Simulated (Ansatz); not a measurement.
Breaking the Sb1–Sb2 bond in Sb2 (multiplicity 1 held). Energies count from the point at 2.488 Å.


Restricted levels (R-, RO-) in cc, def2 and unpolarised 6-31G sets keep to the state of the molecule at rest. Unrestricted levels (U-) break spin symmetry where that is lower. Active spaces are followed from rest. Curves can end on different states.

Cores are frozen in the correlated methods. Filled d and f shells under p-block atoms count as core.

Codes used: Ansatz (Gaussian basis) for Hartree–Fock, density functionals and correlated methods.  In def2 rows elements past Kr take small-core potentials, without spin–orbit coupling.

### Question
What energy at R = 9.952 Å does R-B3LYP/def2-TZVPP give?

### Answer
164.9 kcal/mol

### Question
What is the computed energy at R = 9.952 Å (U-CCSD/def2-TZVPP)?

### Answer
46.6 kcal/mol

### Question
What energy at R = 9.952 Å does FIC-MRCISD+Q on CASSCF(10,8)/def2-TZVPP give?

### Answer
59.1 kcal/mol

Doubts at one or more of the structures used: a restricted determinant that unrestricted orbitals would lower (R-B3LYP/def2-TZVPP); a spin-contaminated determinant (U-CCSD/def2-TZVPP); T1 above 0.05 (U-CCSD/def2-TZVPP).

Ansatz is a quantum-chemistry and plane-wave program.
